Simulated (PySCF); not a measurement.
Input of a run (PBE0-D3(BJ)/def2-SVP geometry optimisation, gas phase (PySCF 2.14.0)), started from GFN2-xTB:
```
{"job": {"xc": "PBE0", "basis": "def2-SVP", "d3": "d3bj", "grid": 2, "kind": "geom"}, "charge": 0, "multiplicity": 1}
C     -3.457032     0.846631    -0.188512
C     -2.549725    -0.307225    -0.471250
C     -1.296659    -0.368307    -0.106228
C     -0.082397    -0.420427     0.260552
C      1.137389    -0.475951     0.607580
C      2.394082    -0.531481     0.966586
C      3.573765    -0.068082     0.182650
F      2.731359    -1.058593     2.180733
H     -4.306587     0.512015     0.407494
H     -3.846017     1.249978    -1.123764
H     -2.934756     1.632883     0.350303
H     -2.989155    -1.136214    -1.015118
H      4.269644    -0.895590     0.042316
H      3.256689     0.308269    -0.785143
H      4.094985     0.720084     0.727441
```

Output (energies in Eh, forces in Eh/bohr):
```
step   0  E = -369.98347658  max force = 0.018507
step   1  E = -369.98389942  max force = 0.009385
step   2  E = -369.98520269  max force = 0.001634
step   3  E = -369.98537739  max force = 0.001530
step   4  E = -369.98542220  max force = 0.001461
step   5  E = -369.98549196  max force = 0.001018
step   6  E = -369.98554843  max force = 0.000457
step   7  E = -369.98557037  max force = 0.000338
step   8  E = -369.98558230  max force = 0.000393
optimisation converged
```

Task: Summarise the run.

Result: The energy falls by 5.5 kJ/mol over 9 energy and gradient evaluations, the largest force component goes from 0.0185 to 3.9e-04 Eh/bohr, and the atoms move by 0.045 Å rms after alignment. The bond that changes most is C6–F8 (outer carbon of cumulated double bonds to vinyl fluorine), which shortens by 0.024 Å. Bonds longer at the end by more than 0.005 Å: 11 of 14; shorter: 2. The energy never rose by more than 1e-6 Eh on the way. The first step brought 20 % of the lowering.

Task: What are the final bond lengths?

Result: C1–C2 1.496 Å, C2=C3 1.319 Å, C3=C4 1.283 Å, C4=C5 1.281 Å, C5=C6 1.320 Å, C6–C7 1.485 Å, C6–F8 1.342 Å, C1–H9 1.103 Å, C1–H10 1.103 Å, C1–H11 1.098 Å, C2–H12 1.100 Å, C7–H13 1.102 Å, C7–H14 1.097 Å, C7–H15 1.102 Å. Numbering counts from 1 in the input's order; the species is `CC=C=C=C=C(C)F`.

The run used 147 basis functions and 72 SCF cycles in all.

Whether it is a minimum is left open (no frequencies).
